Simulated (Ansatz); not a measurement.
Reaction (formal exchange of groups at the Si–O bond): `C[Si](C)(N)O` + CH₄ → `C[Si](C)(C)N` + H₂O

Isolated molecules relaxed with PBE0-D4/def2-TZVP in Ansatz; ΔE leaves out vibrations. CCSD(T)/CBS is the MP2 limit (def2-TZVPP, def2-QZVPP) plus CCSD(T) − MP2 in def2-TZVPP, frozen cores. This one scheme is used for every species. DFT in def2-TZVPP. Each species was taken in one conformer, which may not be the lowest.

```
         level  ΔE (kJ/mol)
       ωB97M-V        119.3
MP2/def2-TZVPP        118.1
```

(1) What does CCSD(T)/CBS give? (An estimate is asked.)

Largest T1 diagnostic among the species: 0.010.

Results:

(1) The calculation gave: +115.5 kJ/mol. The listed levels differ from it by 3.8, 2.6 kJ/mol.

In def2-TZVPP, CCSD(T) changes the Hartree–Fock value by −17.4 kJ/mol (the triples alone add −1.8 kJ/mol) and MP2 by −17.1 kJ/mol. The D4 term adds −4.5 kJ/mol with B3LYP and −2.7 kJ/mol with PBE0; it sums over pairs of atoms, weighted by their polarisabilities, and B3LYP, whose exchange is more repulsive, gets the larger term.

B3LYP here is the variant with VWN-RPA as its local correlation; programs differ in this.
